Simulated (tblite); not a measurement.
Isomers of C7H10N2O. Computed values, GFN2-xTB/tblite, gas phase, harmonic and unscaled. Against measured fundamentals such values can be off by several per cent, at times by over 20. One conformer each.

Electronic energies: GFN2-xTB at the same geometries; isomer energies are rough at this level and their order can be wrong.

```tsv
SMILES	electronic energy, lowest = 0 (kJ/mol)
C/N=C\[C@@H]1C=C[C@@H]1NC=O	166.1
C=CCn1nccc1OC	64.3
CCc1cc(C=O)nn1C	0.0
CC(C)Oc1ccnnc1	43.0
CCc1nnc(C2CC2)o1	4.4
```

Q: How do GFN2-xTB zero-point energies change the relative energies?

A: 
```
                     SMILES  ZPE (kJ/mol)  of it from modes above 1550 cm⁻¹  electronic (kJ/mol)  with ZPE, lowest = 0 (kJ/mol)  lowest mode (cm⁻¹)  rings
            CCc1cc(C=O)nn1C         422.0                             199.3                  0.0                            0.0                  54      1
           CCc1nnc(C2CC2)o1         425.8                             201.7                  4.4                            8.2                  22      2
             CC(C)Oc1ccnnc1         421.9                             182.0                 43.0                           43.0                  58      1
              C=CCn1nccc1OC         420.1                             202.2                 64.3                           62.4                  20      1
C/N=C\[C@@H]1C=C[C@@H]1NC=O         415.9                             212.4                166.1                          160.1                  22      1
```

The zero-point energies span 9.9 kJ/mol, from `C/N=C\[C@@H]1C=C[C@@H]1NC=O` to `CCc1nnc(C2CC2)o1`. The order is unchanged.
